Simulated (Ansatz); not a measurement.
C2H9NSi2, SMILES `CC1[SiH2]N1[SiH3]`. Total charge 0; spin multiplicity 1. All single points use the PBE0-D4/def2-TZVP geometry.

```xyz
14

C    -1.641    0.245   -0.965
C    -0.309    0.720   -0.450
Si    0.022    1.259    1.274
N     0.404   -0.203    0.487
Si    1.515   -1.455    0.145
H    -2.274   -0.117   -0.152
H    -2.167    1.057   -1.473
H    -1.518   -0.575   -1.680
H     0.336    1.136   -1.228
H     1.103    2.223    1.587
H    -1.029    1.225    2.316
H     0.847   -2.586   -0.556
H     2.629   -0.992   -0.735
H     2.082   -1.936    1.431
```

Task: What is the dipole moment at ωB97M-V/def2-TZVPP? (An estimate is asked.)

Result: Computed: 1.34 D, with components (-0.55, 1.22, 0.12) D in this frame, pointing from negative to positive charge.

Task: And with PBE, r2SCAN, B3LYP? (Estimate.)

Result: The calculation gave: PBE 1.18 D, r2SCAN 1.25 D, B3LYP 1.30 D.

Task: Give the Mulliken charges with ωB97M-V, B3LYP, r2SCAN in def2-TZVPP. (An estimate is asked.)

Result: The calculation gave: 
| atom | ωB97M-V | B3LYP | r2SCAN |
| --- | --- | --- | --- |
| C1 | -0.26 | -0.21 | -0.11 |
| C2 | -0.16 | -0.07 | -0.04 |
| Si3 | 0.30 | 0.34 | 0.39 |
| N4 | -0.36 | -0.34 | -0.39 |
| Si5 | 0.24 | 0.33 | 0.36 |
| H6 | 0.09 | 0.07 | 0.04 |
| H7 | 0.10 | 0.08 | 0.04 |
| H8 | 0.10 | 0.08 | 0.04 |
| H9 | 0.11 | 0.09 | 0.06 |
| H10 | -0.02 | -0.07 | -0.07 |
| H11 | -0.02 | -0.07 | -0.07 |
| H12 | -0.04 | -0.08 | -0.08 |
| H13 | -0.05 | -0.09 | -0.09 |
| H14 | -0.04 | -0.08 | -0.08 |

B3LYP here is the variant with VWN-RPA as its local correlation; programs differ in this.
